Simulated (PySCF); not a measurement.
## Working out the ionisation energy of Xe²⁺

Xe²⁺ [Kr] 4d10 5s2 5p4 (3P) → Xe³⁺ [Kr] 4d10 5s2 5p3 (4S). All numbers are calculated (PySCF 2.14, the spin-free X2C one-electron Hamiltonian (Gaussian nucleus), in x2c-TZVPPall (8s6p4d2f, 60 functions)). Frozen: [Kr] 4d10. Energies in hartree (1 hartree = 27.21139 eV):

| part | Xe²⁺ (lower) | Xe³⁺ (upper) |
| --- | --- | --- |
| UHF | -7442.302343 | -7441.225536 |
| CCSD correlation | -0.096651 | -0.071409 |
| (T) | -0.002045 | -0.001403 |

Task: What does Hartree-Fock give?

Result: (-7441.225536) − (-7442.302343) = 1.076807 hartree = 29.301 eV.

Task: What do CCSD and CCSD(T) give?

Result: The CCSD correlation energies differ by 0.025242 hartree = 0.687 eV and the triples by 0.000642 hartree = 0.017 eV, so CCSD gives 29.988 eV and CCSD(T) 30.005 eV.

Reference: 31.05 ± 0.04 eV (semi-empirical (NIST evaluation); NIST Atomic Spectra Database, ionization energies), between the lowest levels; spin-orbit coupling is absent from the calculation.

What remains against the reference includes basis incompleteness, the frozen core and higher excitations.
